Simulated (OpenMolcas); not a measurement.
V2+ (d3) among equal point charges was computed by CASSCF with the d shell active (OpenMolcas, ANO-RCC-VDZP on the metal). Its lowest spin-free states, and all those of the highest spin:

```json
{"2S+1": "4", "Degeneracy": "3", "E (cm-1)": "0.0"}
{"2S+1": "2", "Degeneracy": "2", "E (cm-1)": "2725"}
{"2S+1": "2", "Degeneracy": "3", "E (cm-1)": "11387"}
{"2S+1": "2", "Degeneracy": "3", "E (cm-1)": "12247"}
{"2S+1": "4", "Degeneracy": "3", "E (cm-1)": "14124"}
{"2S+1": "2", "Degeneracy": "3", "E (cm-1)": "16128"}
{"2S+1": "2", "Degeneracy": "3", "E (cm-1)": "23645"}
{"2S+1": "4", "Degeneracy": "3", "E (cm-1)": "24341"}
{"2S+1": "2", "Degeneracy": "1", "E (cm-1)": "28485"}
{"2S+1": "2", "Degeneracy": "3", "E (cm-1)": "30841"}
{"2S+1": "2", "Degeneracy": "2", "E (cm-1)": "33342"}
{"2S+1": "2", "Degeneracy": "3", "E (cm-1)": "33515"}
{"2S+1": "4", "Degeneracy": "1", "E (cm-1)": "37646"}
```

Problem. Is the site octahedral, tetrahedral or cube-like, axial, or of lower symmetry?

Solution. The states with 2S+1 = 4 have orbital degeneracies 3, 3, 3, 1. Threefold states need a cubic site. For d3 at this spin an octahedron puts the single A2 below the threefold T2 and a tetrahedron or cube puts the threefold T1 below the threefold T2, so the site is a tetrahedron or a cube, which this pattern cannot tell apart. The run had V2+ among 8 point charges of -1.6 e arranged as a cube (Oh), 1.7 Å from the ion. The active orbitals were held to one l.

An orbital triplet at a regular site is open to Jahn-Teller coupling, which can distort the site and quench the lowest spin-orbit gaps and is left out. Without dynamic correlation the repulsion within the d shell is too large (B by tens of per cent), so at a given field states of lower spin stand too high. This shell can be high or low spin here, a state of another spin lies low, and with metal d orbitals alone active their balance is uncertain, so the ground spin may be wrong. Point charges carry no covalency, so the field is a model and not that of real ligands. No measured value stands beside these numbers.
